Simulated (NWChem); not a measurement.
Molecule: BSiH4OF; SMILES OB(F)[SiH3]

```xyz
8

B     -0.0168    -0.5706     0.0024
F      1.1274    -1.2660    -0.0001
O     -1.1794    -1.2470     0.0001
H     -1.0496    -2.2057    -0.0041
Si     0.0204     1.4620     0.0004
H     -1.3547     2.0349     0.1134
H      0.6433     1.9599    -1.2670
H      0.8487     1.9662     1.1406
```
Atoms are numbered in this order, from 1.

Results from NWChem. Pople sets run with spherical d functions. Geometry: optimised at PBE0/def2-SVP. Ions are spin-unrestricted doublets at the neutral geometry; other ion states weren't tried. Functional: LC-ωPBE (HJS hole) with 6-31G*; the question gives the range parameter ω in 1/bohr.

What does the run give for range parameter (1/bohr) 0.10? Quantities: vertical ionisation energy, ΔSCF (eV); −ε(HOMO) (eV).


- vertical ionisation energy, ΔSCF (eV): 10.64
- −ε(HOMO) (eV): 8.63
